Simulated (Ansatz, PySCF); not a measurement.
This PySCF input computes a CCSD(T)/cc-pVDZ energy:

```python
from pyscf import gto, scf, mp, cc as ccmod

mol = gto.M(
    atom='''
    N    -0.00000000   -0.00000000   -0.56338702
    O     0.00000000    0.00000000    0.49296364
    ''',
    basis='cc-pvdz',
    charge=1,
    spin=0,
    verbose=4,
)

mf = scf.RHF(mol)
mf.conv_tol = 1e-10
mf.max_cycle = 100
mf.kernel()
mp2 = mp.MP2(mf, frozen=2).run()
cc = ccmod.CCSD(mf, frozen=2)
cc.max_cycle = 100
cc.kernel()
et = cc.ccsd_t()
print(f'E(CCSD(T)) = {cc.e_tot + et:.9f}')
```

Q: Write an input for the same energy in Ansatz (a program for electronic structure) and say what it gives.

A: 
Ansatz 0.2 input:
```yaml
crystal:
  periodic: [false, false, false]
  atoms:
    - {symbol: N, position_ang: [-0.00000000, -0.00000000, -0.56338702]}
    - {symbol: O, position_ang: [0.00000000, 0.00000000, 0.49296364]}
basis:
  gaussian:
    orbitals: cc-pVDZ
total_charge: 1
magnetization: {spin_polarized: false}
correlation: {method: ccsd_t, electrons: outside_noble_gas}
```
It gives -129.27390 Eh, and PySCF -129.27390 Eh, a difference of 0.00 mEh.
